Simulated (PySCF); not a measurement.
C3H3, SMILES c1c[cH+]1, charge +1.

Geometry optimised at PBE-D3(BJ)/def2-TZVP.

Two levels are set side by side: PBE/def2-TZVPD (PySCF) and M06-2X/def2-TZVPD (PySCF). Same geometry, gas phase. Differences are taken from unrounded values.

```
quantity                     M06-2X     PBE  PBE minus M06-2X
---------------------------  ------  ------  ----------------
orbital gap (eV)              12.11    7.03             -5.08
highest occupied level (eV)  -18.90  -16.16              2.74
lowest empty level (eV)       -6.80   -9.13             -2.34
mean polarisability (bohr³)    23.7    23.8               0.1
```

PBE's occupied levels lie high since its potential decays too fast outside the molecule; exact exchange lowers them and widens the gap. Differences between two approximate levels are no errors against the true value.

Rough cost on one machine, each run with all the roots and properties that it gave: M06-2X against PBE about 5 times.
